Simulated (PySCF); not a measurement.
# Polarisability and C₆ of Ru (ruthenium, neutral)

[Kr] 4d8, high-spin 3F determinant (an excited configuration). Calculation: PySCF 2.14, in aug-cc-pVTZ-PP with one added diffuse shell each of s, p, d, f, g type with ECP28MDF (7s7p6d4f3g, 113 functions); scalar relativity through the core potential. Coupled (time-dependent) response in atomic units; α is the mean over directions.

```csv
method,mean α (bohr³),C₆ (like pair),S(−4)
UHF,33.46,246.7,1031
PBE,83.65,501.1,52070
PBE0,43.06,331.7,1904
```

S(−4) is the Cauchy moment in α(ω) = α(0) + S(−4) ω² + …

Spin-orbit coupling is absent.

α(iu) at UHF:

| u (hartree) | α(iu) (bohr³) |
| --- | --- |
| 0 | 33.46 |
| 0.0500 | 31.22 |
| 0.100 | 26.92 |
| 0.200 | 19.81 |
| 0.300 | 15.40 |
| 0.500 | 10.43 |
| 0.750 | 7.204 |
| 1.00 | 5.337 |
| 1.50 | 3.298 |
| 2.00 | 2.243 |
| 3.00 | 1.220 |
| 5.00 | 0.5123 |

A single London oscillator, α(iu) = α/(1 + u²/ω²), gives C₆ = (3/4) ω α². Matching the computed C₆ needs ω = 4 × 246.7 / (3 × 33.46²) = 0.294 hartree.

Energies and moments cover only the electrons outside the core potential.
